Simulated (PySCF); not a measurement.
## Electron correlation in Cu²⁺ (copper, charge +2)

[Ar] 3d9, 2D determinant. All numbers are calculated (PySCF 2.14, the non-relativistic Hamiltonian (point nucleus), in def2-TZVPPD (6s6p4d2f1g, 67 functions)). Frozen: [Ne]; 17 electrons correlated.

```json
{"level": "CCSD", "correlation energy (mhartree)": "-597.69"}
{"level": "(T)", "correlation energy (mhartree)": "-9.69"}
{"level": "CCSD(T)", "correlation energy (mhartree)": "-607.38"}
```

Diagnostics: T1 = 0.0081, D1 = 0.0160, largest double amplitude 0.016.

**Question.** Is a single reference adequate?

**Answer.** Yes: T1 lies below 0.03 and no double amplitude reaches 0.07.

This basis was not built for core-valence correlation, so the inner-shell part is incomplete.
